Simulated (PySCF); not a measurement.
Polarisability and C₆ of Ti (titanium, neutral)

[Ar] 3d2 4s1 4p1, one real determinant (an excited configuration). Computed with PySCF 2.14 in def2-QZVPPD (11s6p5d3f2g, 93 functions), with no relativity, point nucleus. Coupled (time-dependent) response in atomic units; α is the mean over directions.

```json
{"method": "UHF", "mean α (bohr³)": "161.4", "α xx, yy, zz": "113.3, 182.0, 188.9", "C₆ (like pair)": "1651", "S(−4)": "91100"}
```

S(−4) is the Cauchy moment in α(ω) = α(0) + S(−4) ω² + …

α(iu) at UHF:

| u (hartree) | α(iu) (bohr³) |
| --- | --- |
| 0 | 161.4 |
| 0.0500 | 105.0 |
| 0.100 | 72.69 |
| 0.200 | 36.79 |
| 0.300 | 21.55 |
| 0.500 | 10.46 |
| 0.750 | 5.984 |
| 1.00 | 4.076 |
| 1.50 | 2.367 |
| 2.00 | 1.579 |
| 3.00 | 0.8535 |
| 5.00 | 0.3661 |

A single London oscillator, α(iu) = α/(1 + u²/ω²), gives C₆ = (3/4) ω α². Matching the computed C₆ needs ω = 4 × 1651 / (3 × 161.4²) = 0.0845 hartree.

The components differ because the open shell of this determinant is not spherical; for a pure term their mean is the scalar polarisability.

⟨L²⟩ = 14.06 against 20 for a pure G term, so this real determinant mixes terms.
